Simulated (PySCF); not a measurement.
## Removal energies of N(3+) from EOM-IP-GCCSD

Reference: closed-shell N(3+), [He] 2s2; one electron is removed. Calculated with PySCF 2.14, two-component X2C-1e with screened spin-orbit coupling, x2c-TZVPPall-2c with one added diffuse shell each of s, p, d type (6s4p3d1f, 40 functions); frozen nothing; all 76 virtual spinors kept. No Breit or QED terms. Binding energies in eV.

| level | Koopmans | second order | EOM-CCSD |
| --- | --- | --- | --- |
| 1s1/2 | 493.40 | 489.48 | 489.30 |
| 2s1/2 | 75.323 | 76.417 | 77.339 |

For comparison, the ionisation energy of N(3+) is 77.474 eV (measured; NIST Atomic Spectra Database, ionization energies).

The screened spin-orbit operator tends to give fine-structure splittings of light species too large.
